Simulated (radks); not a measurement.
Yb, configuration [Xe] 4f14 6s1 5f1 (not the ground configuration). Calculated with a radial shooting solver on a logarithmic mesh with Libxc functionals: non-relativistic Kohn-Sham, LDA (Slater exchange, Perdew-Wang correlation), spin-polarised, spherical densities, point nucleus; open shells are filled with parallel spins first (spin-orbit coupling, left out, can overturn this in heavy ions); relativity is left out, which matters for an element this heavy.

Normalised radial functions P(r) = r R(r), r in bohr:

| r | 5p down |
|---|---|
| 0.00427 | 0.0095 |
| 0.005132 | 0.0133 |
| 0.00612 | 0.0183 |
| 0.007298 | 0.0249 |
| 0.008772 | 0.0341 |
| 0.01046 | 0.0457 |
| 0.01247 | 0.0604 |
| 0.01499 | 0.0796 |
| 0.01788 | 0.1018 |
| 0.02132 | 0.1272 |
| 0.02562 | 0.1560 |
| 0.03056 | 0.1829 |
| 0.03644 | 0.2049 |
| 0.0438 | 0.2160 |
| 0.05222 | 0.2073 |
| 0.06227 | 0.1720 |
| 0.07485 | 0.1010 |
| 0.08926 | 0.0016 |
| 0.1064 | -0.1165 |
| 0.1279 | -0.2336 |
| 0.1526 | -0.3029 |
| 0.1819 | -0.2941 |
| 0.2187 | -0.1796 |
| 0.2607 | 0.0174 |
| 0.3109 | 0.2449 |
| 0.3737 | 0.4251 |
| 0.4457 | 0.4596 |
| 0.5314 | 0.3218 |
| 0.6388 | 0.0223 |
| 0.7617 | -0.3322 |
| 0.9083 | -0.6554 |
| 1.092 | -0.8753 |
| 1.302 | -0.9353 |
| 1.552 | -0.8592 |
| 1.866 | -0.6827 |
| 2.225 | -0.4805 |
| 2.653 | -0.2956 |
| 3.189 | -0.1522 |
| 3.803 | -0.0683 |
| 4.535 | -0.0254 |
| 5.451 | -0.0071 |
| 6.5 | -0.0016 |
| 7.751 | -0.0003 |
| 9.316 | 0.0000 |
| 11.11 | 0.0000 |
| 13.25 | 0.0000 |
| 15.92 | 0.0000 |
| 18.99 | 0.0000 |
| 22.64 | 0.0000 |
| 27.22 | 0.0000 |
| 32.45 | 0.0000 |
| 38.7 | 0.0000 |
| 46.52 | 0.0000 |
| 55.47 | 0.0000 |

5p down: eigenvalue -30.814 eV, 3 radial nodes at r = 0.0895, 0.257, 0.646 bohr, <r> = 1.50 bohr, 90 % of the charge inside 2.22 bohr.
